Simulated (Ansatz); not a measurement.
Stepwise reaction of `N[Si@@H](Cl)[Si@@H](N)Cl` with hydrogen, as a gas-phase model of exchange steps in deposition or etching. ΔE in kJ/mol.

Gas-phase electronic energies from Ansatz, PBE0-D4/def2-TZVP geometries. CCSD(T)/CBS is the MP2 limit (def2-TZVPP, def2-QZVPP) plus CCSD(T) − MP2 in def2-TZVPP, frozen cores. This one scheme is used for every species. Functionals use def2-TZVPP. B3LYP here is the variant with VWN-RPA as its local correlation; programs differ in this. One conformer a species, not always the lowest.

```csv
step,reaction,PBE-D4,B3LYP-D4,ωB97M-V,CCSD(T)/CBS
1,`N[Si@@H](Cl)[Si@@H](N)Cl` + H₂ → `N[SiH2][SiH](N)Cl` + HCl,101.9,101.1,101.0,100.0
```

Q: Give the row of step 2, `N[SiH2][SiH](N)Cl` + H₂ → `N[SiH2][SiH2]N` + HCl. (Best estimate.)

A: Computed: 
| step | reaction | PBE-D4 | B3LYP-D4 | ωB97M-V | CCSD(T)/CBS |
| --- | --- | --- | --- | --- | --- |
| 2 | `N[SiH2][SiH](N)Cl` + H₂ → `N[SiH2][SiH2]N` + HCl | 100.2 | 100.1 | 100.0 | 99.1 |

Q: By hand: ΔE of the 2 steps together at CCSD(T)/CBS.

A: (100.0) + (99.1) = 199.1 kJ/mol, or 99.5 kJ/mol a step.

In ΔE the steps differ by no more than 0.9 kJ/mol. All are uphill at CCSD(T)/CBS. PBE-D4 differs from CCSD(T)/CBS by 1.1 to 1.9 kJ/mol a step. Isolated molecules leave out the surface, adducts and barriers. Largest T1 diagnostic: 0.011.
